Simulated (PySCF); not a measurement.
Mg(I)(Me) (CH3IMg), SMILES [CH3][Mg][I].

Geometry: B3LYP-D3(BJ)/def2-TZVP. The def2 effective core potentials stand for the cores of I; spin–orbit coupling is left out.

All values below come from PBE/def2-TZVPD run with PySCF.

Gas-phase values at a fixed geometry.

The total energy is -537.58146 hartree. The point group comes out as C3v and the highest occupied level comes out as -6.31 eV. The lowest empty level is -1.88 eV and the orbital gap comes out as 4.43 eV. The dipole moment is 1.99 D. The quadrupole, principal values (traceless, Buckingham form, about the centre of nuclear charge) comes out as -5.45, 2.72, 2.72 D·Å and the mean static polarisability is 83.9 bohr³ (12.43 Å³). The polarisability, principal values is 69.1, 69.1, 113.5 bohr³.
